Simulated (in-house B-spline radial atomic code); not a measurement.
A radial electron density 4πr²n(r) was computed for an atom or ion in its tabulated ground configuration with a B-spline radial code for spherical atoms; method: non-relativistic PBE0, spin-polarised, spherical fractional occupations, exact exchange averaged over the configuration. Columns: r (bohr), 4πr²n(r) (electrons per bohr), bar.

```
 0.00173    1.924 #
  0.0021    2.745 ##
 0.00254    3.863 ##
 0.00308    5.416 ####
 0.00373    7.502 #####
 0.00451    10.24 #######
 0.00546    13.81 #########
 0.00661     18.3 ############
 0.00801    23.77 ###############
 0.00969    30.03 ###################
  0.0117    36.76 ########################
  0.0142    43.61 ############################
  0.0172    49.49 ################################
  0.0208    53.45 ###################################
  0.0252     54.8 ###################################
  0.0305    53.36 ##################################
   0.037    50.14 ################################
  0.0448    47.42 ###############################
  0.0542    47.82 ###############################
  0.0656    52.79 ##################################
  0.0795    60.98 #######################################
  0.0962    67.74 ############################################
   0.116    68.06 ############################################
   0.141    60.31 #######################################
   0.171    49.66 ################################
   0.207    44.46 #############################
    0.25    47.74 ###############################
   0.303    53.45 ###################################
   0.367    51.44 #################################
   0.444    39.09 #########################
   0.538    23.69 ###############
   0.651    14.37 #########
   0.789    12.08 ########
   0.955    11.42 #######
    1.16    8.405 #####
     1.4     4.32 ###
    1.69    1.469 #
    2.05   0.3001 
    2.48  0.03578 
    3.01 0.002071 
    3.64 5.825e-05
```

Q: Which atom or ion is it?
A. Ru8+
B. Mo8+
C. Ru7+
D. Ag9+

A: A. The area under the curve, ∫4πr²n dr = ∫r·4πr²n d(ln r) on this logarithmic grid, is 36 electrons, which only this option has. The configuration is [Ar] 3d10 4s2 4p6.
